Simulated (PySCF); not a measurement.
## Computed properties of Mg(OH)(SiH3) (H4MgOSi), SMILES [OH][Mg][SiH3]

H4MgOSi, SMILES [OH][Mg][SiH3]. The structure is a stationary point at ωB97X-D3(BJ)/def2-TZVP. Other conformers were not sampled. All values are computed for the isolated molecule unless a solvent is named; none is compared with measurement here.

**Structure.** The optimised structure has C3v symmetry. All 15 harmonic modes at ωB97X-D3(BJ)/def2-TZVP (PySCF) are real, so it is a minimum. With heavy atoms numbered as in [Mg:1]([OH:2])[SiH3:4], the shortest bond between them is Mg1–O2 at 1.766 Å and the longest Mg1–Si4 at 2.539 Å.

**Vibrations.** The strongest infrared lines (harmonic, unscaled, degenerate partners summed) lie at 2206 cm⁻¹ (244 km/mol, H 96 %), 799 cm⁻¹ (230 km/mol, O 47 %, Mg 46 %), 167 cm⁻¹ (203 km/mol, H 94 %). The softest mode is at 107 cm⁻¹ and the zero-point energy is 22.8 kcal/mol.

**Electronic structure.** M06-2X/def2-TZVPD (PySCF) places the frontier levels at -8.23 and -0.67 eV, a gap of 7.56 eV, and gives a dipole moment of 0.63 D and a mean polarisability of 65.5 bohr³.

**Excitations.** TDA-CAM-B3LYP/def2-SVPD (PySCF) has S1 at 5.87 eV (211 nm, f = 0.129, bright); the most intense of the 10 singlets computed lies at 5.87 eV (f = 0.44). Strengths of degenerate partners are summed. T1 (TDA) is at 4.75 eV, 1.12 eV under S1. No vertical singlet excitation falls in the visible range (under 3.1 eV).

**NMR.** GIAO shifts at HF/pcSseg-2 (PySCF) (non-relativistic, atoms alike by connectivity averaged): ¹H from 0.8 to 3.0 ppm against TMS; ²⁹Si at -135.9 ppm against TMS.
